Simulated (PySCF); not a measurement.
Species: C8H7N3.
Structure used (GFN2-xTB), in Å, numbered top down from 1:
```xyz
18
C8H7N3 angstrom
C      2.736   -0.977   -0.461
C      2.170    0.083    0.109
C      0.750    0.352    0.217
C      0.282    1.489    0.836
C     -1.091    1.769    0.952
C     -2.012    0.900    0.441
C     -1.549   -0.261   -0.192
C     -2.114   -1.368   -0.827
N     -1.129   -2.161   -1.240
N      0.013   -1.656   -0.924
N     -0.188   -0.506   -0.289
H      3.808   -1.077   -0.486
H      2.151   -1.759   -0.910
H      2.787    0.854    0.553
H      0.998    2.185    1.246
H     -1.404    2.675    1.447
H     -3.074    1.073    0.506
H     -3.143   -1.607   -0.990
```

Probes without a nucleus sit at each ring's centroid and 1 Å off its mean plane on both sides; NICS is minus the shielding there, NICSzz its component along the normal. Level: GIAO PBE0/pcSseg-1 (PySCF, non-relativistic, gas phase) on the GFN2-xTB geometry, one conformer.

Ring bond lengths (Å), with Mayer bond orders in brackets: C3–C4 1.376 (1.40), C4–C5 1.406 (1.31), C5–C6 1.366 (1.55), C6–C7 1.401 (1.19), C7–N11 1.386 (0.98), N11–C3 1.368 (0.96); C7–C8 1.395 (1.30), C8–N9 1.330 (1.44), N9–N10 1.288 (1.41), N10–N11 1.329 (1.13), N11–C7 1.386 (0.98).

Task: Give the NICS values of each ring in ppm.

Result: 
```json
{"ring": "C3–C4–C5–C6–C7–N11", "type": "6-membered ring with N; formal bonds all aromatic", "NICS(0)": "-7.8", "NICS(1), two faces": "-9.5 / -9.5", "NICS(1)zz, two faces": "-22.5 / -22.5", "rms pucker (Å)": "0.00", "centre to ring atoms, mean (Å)": "1.38"}
{"ring": "C7–C8–N9–N10–N11", "type": "5-membered ring with 3 N; formal bonds all aromatic", "NICS(0)": "-15.9", "NICS(1), two faces": "-15.7 / -15.7", "NICS(1)zz, two faces": "-40.8 / -40.8", "rms pucker (Å)": "0.00", "centre to ring atoms, mean (Å)": "1.14"}
```

Task: What do they say, and how far can they be read as aromaticity?

Result: 
- C3–C4–C5–C6–C7–N11: mean NICS(1)zz -22.5 ppm, shielded. The ring is flat and has no four-coordinate atom; by the NICS criterion it is aromatic, though in fused rings the probe also feels the neighbouring ring.
- C7–C8–N9–N10–N11: mean NICS(1)zz -40.8 ppm, shielded, aromatic by this magnetic criterion (flat ring, no four-coordinate atom), though in fused rings the probe also feels the neighbouring ring.

Task: What does the geometric index give? Use HOMA with the parameters of Krygowski (1993).

Result: 
- C3–C4–C5–C6–C7–N11: HOMA 0.89; the largest term is that of C7–N11, α(R − Ropt)² = 0.26. The geometric and the magnetic index point the same way.
- C7–C8–N9–N10–N11: HOMA 0.92; the largest term is that of N11–C7, α(R − Ropt)² = 0.26. The geometric and the magnetic index point the same way.

Task: At the second NICS(1) probe listed for ring C3–C4–C5–C6–C7–N11, 1 Å off the ring, how large is the induced field along the normal in 14.1 T applied along it?

Result: NICSzz × B0 = -22.5 ppm × 14.1 T = -317 μT, against the applied field.

Task: How shielded are the nuclei of the rings and their hydrogens (means over atoms taken as equivalent)?

Result: 
| atoms | environment | σ isotropic (ppm) | principal values of the symmetric part, first atom (ppm) |
| --- | --- | --- | --- |
| C3 | substituted aromatic carbon | 47.9 | -36.7, 34.6, 145.9 |
| C4 | aromatic CH carbon | 65.3 | -25.2, 58.3, 162.8 |
| C5 | aromatic CH carbon | 57.6 | -47.7, 41.9, 178.5 |
| C6 | aromatic CH carbon | 65.2 | -34.3, 54.2, 175.6 |
| C7 | ring-fusion aromatic carbon | 44.7 | -28.3, 15.7, 146.6 |
| C8 | aromatic CH next to a ring nitrogen | 57.3 | -17.7, 62.6, 126.9 |
| N9 | pyridine-type nitrogen | -125.2 | -390.1, -179.5, 193.9 |
| N10 | pyridine-type nitrogen | -96.7 | -331.0, -89.4, 130.5 |
| N11 | pyrrole-type nitrogen | -12.7 | -142.1, -31.1, 134.9 |
| H15 | aromatic hydrogen | 24.57 | 19.9, 25.3, 28.5 |
| H16 | aromatic hydrogen | 24.18 | 20.3, 25.4, 26.8 |
| H17 | aromatic hydrogen | 23.75 | 19.0, 25.0, 27.2 |
| H18 | aromatic hydrogen | 23.39 | 19.6, 24.1, 26.5 |

Hardware: one thread of an Arm Neoverse N1, no GPU, on a shared host. Cost: 72 s wall. This is the whole shielding run at PBE0/pcSseg-1, SCF included.
